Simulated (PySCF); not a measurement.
Coordinates in bohr (charge 0 multiplicity 1):
```
Se    0.0000    0.0000    0.0000
Cs    0.0000    0.0000    5.8381
Cs    0.0000    0.0000   -5.8381
```

All numbers come from PBE0 in PySCF with Se def2-TZVP, Cs def2-TZVP with ECP46; scalar-relativistic core potentials, no spin–orbit coupling; density-fitted integrals.

This geometry of Cs₂Se is a stationary point at this level.

Q: What is the point group?

A: D∞h.

Q: Is it a minimum?

A: Yes: all harmonic wavenumbers are real, though the softest, 44 cm⁻¹, leaves little margin.

Q: List the harmonic modes with their infrared intensities.

A: 
| symmetry | ω (cm⁻¹) | IR (km/mol, summed over degenerate members) |
| --- | --- | --- |
| πu | 44 | 40.8 |
| σg+ | 97 | 0.0 |
| σu+ | 188 | 86.4 |

Q: Give the ideal-gas entropy at 298.15 K and 1 bar by parts.

A: translation 181.8, rotation 88.6, vibration 66.5, spin 0.0; total 336.9 J/(mol K).

Q: What is the atomisation energy, with and without zero-point energy?

A: 457 kJ/mol without, 455 kJ/mol with.

In D∞h the vibrations span πu + σg+ + σu+. The σg+ mode carries no infrared intensity, as symmetry demands. With a centre of inversion only u modes can be infrared active and only g modes Raman active.

Only a few start shapes were tried, so a lower isomer may exist.
